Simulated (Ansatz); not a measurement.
Geometry optimisation, RKS B3LYP-D4/def2-SVPD (Ansatz 0.2.0).

The input (input.yaml):

```yaml
crystal:
  periodic: [false, false, false]
  atoms:
    - { symbol: C, position_ang: [0.269, 1.1114, -0.1797] }
    - { symbol: C, position_ang: [-0.2496, -0.0959, -0.2718] }
    - { symbol: "N", position_ang: [0.3169, -1.1706, 0.312] }
    - { symbol: Br, position_ang: [-1.7432, -0.4582, -1.2178] }
    - { symbol: H, position_ang: [-0.2846, 1.9758, -0.6954] }
    - { symbol: H, position_ang: [1.1319, 1.4001, 0.3473] }
    - { symbol: H, position_ang: [-0.2968, -1.9076, 0.5198] }
    - { symbol: H, position_ang: [0.9486, -0.9121, 1.1298] }
basis:
  gaussian: { orbitals: def2-SVPD }
hamiltonian:
  xc: b3lyp
  dispersion: d4
relax:
  f_tol: 0.015
  max_steps: 40
output:
  orbitals: {}
```

Command:

```bash
$ ansatz run input.yaml --threads 2 --pin off --max-ram 3072MiB --backend cpu --events-out ev --progress --plain --runs-dir out
```

Where does it end, and by what steps?

It converged. After 8 steps the energy has fallen by 0.442 eV; H8 moved furthest, 0.19 Å.

| step | energy less start (eV) | largest force component (eV/Å) | accepted |
| --- | --- | --- | --- |
| 0 | 0.0000 | 3.347 | yes |
| 1 | -0.3642 | 1.243 | yes |
| 2 | -0.4193 | 0.500 | yes |
| 3 | -0.4373 | 0.186 | yes |
| 4 | -0.4401 | 0.107 | yes |
| 5 | -0.4411 | 0.100 | yes |
| 6 | -0.4420 | 0.078 | yes |
| 7 | -0.4422 | 0.021 | yes |
| 8 | -0.4423 | 0.004 | yes |

```xyz
8
Properties=species:S:1:pos:R:3
C 0.223 1.193 -0.187
C -0.237 -0.063 -0.235
N 0.310 -1.187 0.350
Br -1.789 -0.479 -1.289
H -0.231 1.992 -0.766
H 1.090 1.429 0.433
H -0.327 -1.925 0.622
H 1.054 -1.017 1.016
```

Whether the end is a true minimum wasn't checked by a vibrational analysis.

The run took 70 s on 2 threads of Arm Neoverse N1 (shared host), peak memory 0.38 GiB.
